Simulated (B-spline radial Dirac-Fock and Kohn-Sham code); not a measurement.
Cd⁺: non-radiative channels of the 3p1/2 vacancy

System: Cd⁺, [Kr] 4d10 5s1.

Calculated with a radial B-spline solver, using a relativistic independent-particle model: LDA orbitals of the hole state, radiative multipoles to third order, Auger rates from the Coulomb interaction with a continuum orbital, Dirac-Fock energies. Kinetic energies are configuration averages from the vacuum level; the two-hole energies are estimated from single-hole states.

```csv
transition,kinetic energy (eV),width (meV),share (%)
M2-M3O1,8.90,15.6,0.4
M2-M4N1,–,591,15.6
M2-M5N1,–,104,2.7
M2-M4N2,130.5,585,15.4
M2-M4N3,136.4,900,23.7
M2-M5N2,137.0,738,19.4
M2-M5N3,143.3,78.6,2.1
M2-M4N4,200.9,176,4.6
M2-M4N5,201.3,175,4.6
M2-M5N4,207.3,18.7,0.5
M2-M5N5,208.3,26.4,0.7
M2-M4O1,217.7,32.3,0.9
M2-N1N2,–,39.4,1.0
M2-N2N2,465.8,26.7,0.7
M2-N2N3,473.1,84.2,2.2
M2-N2N5,536.3,101,2.7
M2-N2N4,537.4,60.3,1.6
```

A dash stands for an energy that rests on an unreliable hole state.

Coster-Kronig rates are the weakest part of this model and often come out 1.5 to 2.5 times too large. The listed channels hold 99 % of the non-radiative rate. Summed by principal shells, of 3.79 eV in all: MMN 89.4 %, MNN 9.1 %, MMO 1.4 %.
